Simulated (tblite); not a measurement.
Record of a relaxation.

C6H6NO (doublet state).
Atom-mapped SMILES: `[CH2:1][c:2]1[cH:3][cH:4][c:5]([N:6]=[CH2:7])[o:8]1` (hydrogens: H9, H10 on C1; H11 on C3; H12 on C4; H13, H14 on C7)
Bond orders are those of one Lewis drawing.

Computed with GFN2-xTB (tblite), gas phase: L-BFGS steps from a force-field or distance-geometry start until the largest atomic force falls under 0.01 eV/Å. 9 of its 36 geometries are shown.

Step 0: E = -620.5018 eV, largest atomic force 2.929 eV/Å
```
atom  x, y, z in Å  |  force x, y, z in eV/Å
C1     -1.923   -1.473    0.868    0.922   0.950  -0.809
C2     -1.088   -0.640    0.091   -0.296  -1.422   2.544
C3     -1.254   -0.153   -1.175   -0.028   1.251  -2.515
C4     -0.124    0.633   -1.501   -0.786  -0.674   0.376
C5      0.722    0.583   -0.394   -0.509   0.000  -0.554
N6      1.928    1.179   -0.250   -0.161  -0.662   1.221
C7      2.528    0.987    0.876    0.477   0.167   0.231
O8      0.133   -0.187    0.564   -0.267  -0.393   0.532
H9     -1.625   -1.770    1.867   -0.101   0.120  -0.387
H10    -2.885   -1.811    0.480    0.653   0.262   0.160
H11    -2.124   -0.330   -1.812    0.566   0.121   0.363
H12     0.073    1.159   -2.406   -0.011   0.064  -0.137
H13     2.122    0.378    1.721    0.253   0.470  -0.735
H14     3.516    1.446    1.049   -0.711  -0.252  -0.291
```

Step 4: E = -620.7340 eV, largest atomic force 0.328 eV/Å
```
atom  x, y, z in Å  |  force x, y, z in eV/Å
C1     -1.896   -1.448    0.855    0.096   0.085  -0.042
C2     -1.081   -0.651    0.113   -0.071  -0.082   0.112
C3     -1.254   -0.134   -1.202   -0.056   0.054  -0.170
C4     -0.144    0.621   -1.505    0.078  -0.031   0.165
C5      0.701    0.568   -0.385   -0.084  -0.094   0.085
N6      1.898    1.145   -0.212   -0.016  -0.007  -0.005
C7      2.535    0.985    0.890   -0.127   0.005  -0.158
O8      0.119   -0.206    0.588   -0.027  -0.018  -0.022
H9     -1.628   -1.762    1.844    0.122   0.045   0.051
H10    -2.842   -1.791    0.483    0.040   0.079  -0.148
H11    -2.113   -0.325   -1.813    0.001   0.017  -0.042
H12     0.071    1.158   -2.407   -0.008  -0.025   0.048
H13     2.135    0.395    1.700    0.017  -0.129   0.301
H14     3.497    1.445    1.030    0.035   0.102  -0.175
```

Step 9: E = -620.7525 eV, largest atomic force 0.097 eV/Å
```
atom  x, y, z in Å  |  force x, y, z in eV/Å
C1     -1.892   -1.444    0.857   -0.031  -0.009  -0.029
C2     -1.087   -0.651    0.110   -0.009  -0.014   0.008
C3     -1.259   -0.133   -1.209   -0.027  -0.039   0.052
C4     -0.144    0.616   -1.494   -0.017   0.000  -0.023
C5      0.692    0.555   -0.372   -0.025  -0.009  -0.009
N6      1.885    1.133   -0.204   -0.024  -0.041   0.052
C7      2.527    0.979    0.894    0.050   0.014   0.026
O8      0.111   -0.216    0.594   -0.017   0.003  -0.019
H9     -1.606   -1.750    1.846   -0.027   0.009  -0.042
H10    -2.829   -1.774    0.456   -0.048  -0.043   0.035
H11    -2.114   -0.319   -1.827    0.020   0.017  -0.004
H12     0.074    1.153   -2.393    0.045   0.033  -0.016
H13     2.155    0.390    1.732    0.081   0.052  -0.015
H14     3.486    1.459    0.988    0.030   0.027  -0.014
```

Step 13: E = -620.7570 eV, largest atomic force 0.140 eV/Å
```
atom  x, y, z in Å  |  force x, y, z in eV/Å
C1     -1.903   -1.448    0.851    0.006   0.010  -0.013
C2     -1.095   -0.656    0.110   -0.044  -0.003  -0.050
C3     -1.263   -0.136   -1.207    0.017   0.066  -0.122
C4     -0.148    0.614   -1.494    0.086   0.029   0.033
C5      0.686    0.550   -0.370    0.038  -0.017   0.083
N6      1.879    1.123   -0.192    0.015   0.046  -0.081
C7      2.537    0.982    0.898    0.004   0.025  -0.048
O8      0.102   -0.221    0.595   -0.033  -0.044   0.052
H9     -1.606   -1.745    1.839   -0.061  -0.045   0.027
H10    -2.842   -1.782    0.457   -0.006  -0.020   0.034
H11    -2.112   -0.314   -1.834   -0.035  -0.018   0.001
H12     0.086    1.159   -2.388   -0.040  -0.045   0.050
H13     2.187    0.401    1.747    0.036   0.002   0.040
H14     3.493    1.473    0.968    0.019   0.014  -0.006
```

Step 18: E = -620.7626 eV, largest atomic force 0.039 eV/Å
```
atom  x, y, z in Å  |  force x, y, z in eV/Å
C1     -1.920   -1.454    0.842   -0.008   0.000   0.002
C2     -1.112   -0.661    0.099    0.009  -0.010   0.036
C3     -1.264   -0.132   -1.218   -0.004  -0.018   0.033
C4     -0.141    0.613   -1.485   -0.019  -0.016   0.012
C5      0.683    0.539   -0.352   -0.011  -0.005  -0.006
N6      1.875    1.116   -0.184   -0.009  -0.002   0.003
C7      2.554    0.993    0.895    0.013   0.015  -0.012
O8      0.084   -0.234    0.601    0.014   0.001   0.004
H9     -1.622   -1.748    1.831   -0.029  -0.019  -0.002
H10    -2.862   -1.798    0.464   -0.003   0.013  -0.032
H11    -2.115   -0.309   -1.845    0.029   0.022  -0.015
H12     0.098    1.159   -2.375    0.009  -0.002   0.012
H13     2.238    0.420    1.765   -0.020  -0.001  -0.022
H14     3.505    1.495    0.939    0.028   0.020  -0.015
```

Step 22: E = -620.7643 eV, largest atomic force 0.044 eV/Å
```
atom  x, y, z in Å  |  force x, y, z in eV/Å
C1     -1.931   -1.457    0.841   -0.002  -0.005  -0.007
C2     -1.117   -0.665    0.104    0.013  -0.010   0.015
C3     -1.266   -0.135   -1.213    0.025   0.021  -0.006
C4     -0.140    0.608   -1.475    0.010   0.009  -0.011
C5      0.682    0.534   -0.343   -0.009  -0.002   0.006
N6      1.873    1.115   -0.181   -0.012   0.008  -0.042
C7      2.564    1.002    0.890   -0.022  -0.002  -0.027
O8      0.081   -0.241    0.608    0.011  -0.002   0.033
H9     -1.641   -1.758    1.830   -0.021  -0.014   0.007
H10    -2.870   -1.798    0.452   -0.010   0.013  -0.026
H11    -2.108   -0.299   -1.855    0.000  -0.019   0.040
H12     0.103    1.156   -2.362    0.003   0.010  -0.019
H13     2.253    0.430    1.761    0.019  -0.004   0.033
H14     3.515    1.508    0.920   -0.006  -0.002   0.003
```

Step 26: E = -620.7652 eV, largest atomic force 0.046 eV/Å
```
atom  x, y, z in Å  |  force x, y, z in eV/Å
C1     -1.934   -1.460    0.840    0.007   0.005  -0.012
C2     -1.114   -0.667    0.109    0.000   0.013  -0.009
C3     -1.262   -0.135   -1.208   -0.014  -0.022   0.015
C4     -0.138    0.608   -1.473   -0.011  -0.004   0.004
C5      0.682    0.533   -0.339    0.011   0.009  -0.013
N6      1.871    1.117   -0.186    0.016  -0.011   0.042
C7      2.565    1.005    0.884    0.020  -0.003   0.026
O8      0.083   -0.242    0.615   -0.001   0.014  -0.034
H9     -1.656   -1.767    1.830   -0.017  -0.002  -0.017
H10    -2.872   -1.793    0.441    0.011   0.013  -0.011
H11    -2.104   -0.301   -1.849   -0.022  -0.023   0.024
H12     0.105    1.156   -2.361   -0.001  -0.006   0.014
H13     2.258    0.434    1.760    0.007   0.012  -0.017
H14     3.516    1.511    0.915   -0.005   0.004  -0.013
```

Step 31: E = -620.7662 eV, largest atomic force 0.021 eV/Å
```
atom  x, y, z in Å  |  force x, y, z in eV/Å
C1     -1.940   -1.462    0.834   -0.008   0.003   0.005
C2     -1.113   -0.668    0.113    0.001  -0.004   0.003
C3     -1.262   -0.138   -1.204   -0.002   0.008  -0.007
C4     -0.139    0.606   -1.468    0.003  -0.002  -0.004
C5      0.683    0.531   -0.335    0.001  -0.003   0.008
N6      1.872    1.115   -0.183    0.000   0.007  -0.013
C7      2.573    1.010    0.883    0.001   0.006  -0.004
O8      0.083   -0.244    0.619    0.002  -0.008   0.017
H9     -1.679   -1.778    1.825    0.008   0.000   0.003
H10    -2.877   -1.784    0.422   -0.002   0.002  -0.013
H11    -2.108   -0.308   -1.837   -0.010  -0.005  -0.005
H12     0.109    1.154   -2.353   -0.014   0.000  -0.014
H13     2.277    0.444    1.763    0.003  -0.003   0.010
H14     3.521    1.523    0.898    0.016   0.000   0.013
```

Step 35: E = -620.7663 eV, largest atomic force 0.009 eV/Å
```
atom  x, y, z in Å  |  force x, y, z in eV/Å
C1     -1.940   -1.461    0.834    0.000   0.001  -0.002
C2     -1.112   -0.668    0.114   -0.001   0.002  -0.001
C3     -1.262   -0.137   -1.203    0.000  -0.004   0.004
C4     -0.139    0.606   -1.468   -0.002  -0.001   0.003
C5      0.683    0.531   -0.335    0.000   0.001  -0.004
N6      1.873    1.116   -0.184    0.000  -0.002   0.006
C7      2.573    1.010    0.883    0.001   0.000   0.001
O8      0.084   -0.244    0.619   -0.001   0.002  -0.008
H9     -1.679   -1.779    1.825    0.000   0.001  -0.003
H10    -2.876   -1.783    0.420    0.001   0.000   0.000
H11    -2.109   -0.310   -1.836    0.007   0.003   0.002
H12     0.106    1.154   -2.355   -0.007  -0.005   0.003
H13     2.275    0.443    1.762    0.004   0.003  -0.001
H14     3.522    1.522    0.902   -0.001  -0.002   0.002
```

Q: Summarise the path.

A: The energy falls by 25.52 kJ/mol from step 0 to step 35; nine tenths of that is first reached at step 5. It falls at every step. The largest force goes from 2.929 to 0.009 eV/Å. Among the bonds C2–C3 changes most, from 1.367 to 1.428 Å; the atoms move by 0.088 Å rms after alignment.

Q: Follow the three bonds and two angles with the largest change from start to end.

A: 
| step | E above end (kJ/mol) | largest force (eV/Å) | C2–C3 (Å) | C1–C2 (Å) | C3–C4 (Å) | C5–N6–C7 (°) | H13–C7–H14 (°) |
| --- | --- | --- | --- | --- | --- | --- | --- |
| 0 | 25.52 | 2.929 | 1.367 | 1.412 | 1.414 | 116.2 | 115.6 |
| 2 | 6.32 | 0.532 | 1.437 | 1.365 | 1.375 | 118.8 | 117.2 |
| 3 | 4.10 | 0.333 | 1.426 | 1.364 | 1.376 | 119.6 | 117.6 |
| 5 | 2.51 | 0.225 | 1.424 | 1.354 | 1.376 | 120.3 | 117.8 |
| 6 | 2.11 | 0.172 | 1.426 | 1.352 | 1.375 | 120.2 | 118.0 |
| 8 | 1.47 | 0.144 | 1.429 | 1.352 | 1.373 | 120.1 | 118.4 |
| 9 | 1.33 | 0.097 | 1.428 | 1.353 | 1.373 | 120.2 | 118.6 |
| 11 | 1.17 | 0.092 | 1.426 | 1.354 | 1.374 | 120.7 | 118.8 |
| 12 | 1.05 | 0.130 | 1.426 | 1.353 | 1.375 | 121.1 | 118.8 |
| 14 | 0.72 | 0.125 | 1.427 | 1.353 | 1.375 | 122.1 | 118.3 |
| 15 | 0.55 | 0.104 | 1.427 | 1.353 | 1.374 | 122.4 | 118.0 |
| 17 | 0.39 | 0.060 | 1.428 | 1.354 | 1.374 | 122.5 | 117.8 |
| 18 | 0.36 | 0.039 | 1.427 | 1.354 | 1.374 | 122.5 | 118.0 |
| 20 | 0.28 | 0.061 | 1.427 | 1.354 | 1.374 | 122.8 | 118.3 |
| 21 | 0.23 | 0.064 | 1.427 | 1.354 | 1.374 | 122.9 | 118.5 |
| 23 | 0.17 | 0.049 | 1.428 | 1.354 | 1.373 | 122.9 | 118.5 |
| 24 | 0.15 | 0.048 | 1.429 | 1.354 | 1.373 | 122.8 | 118.4 |
| 26 | 0.10 | 0.046 | 1.429 | 1.354 | 1.373 | 122.7 | 118.1 |
| 27 | 0.08 | 0.037 | 1.429 | 1.354 | 1.373 | 122.8 | 118.1 |
| 29 | 0.04 | 0.054 | 1.428 | 1.354 | 1.373 | 123.1 | 118.2 |
| 30 | 0.02 | 0.040 | 1.428 | 1.354 | 1.373 | 123.2 | 118.4 |
| 32 | 0.01 | 0.016 | 1.428 | 1.354 | 1.373 | 123.2 | 118.4 |
| 33 | 0.00 | 0.012 | 1.428 | 1.354 | 1.373 | 123.1 | 118.4 |
| 35 | 0.00 | 0.009 | 1.428 | 1.354 | 1.373 | 123.1 | 118.3 |

The cost below is that of the whole relaxation. On AMD EPYC, one thread, no GPU, shared host with 64 logical CPUs at a one-minute load of 59, this took 0.36 s of wall time.
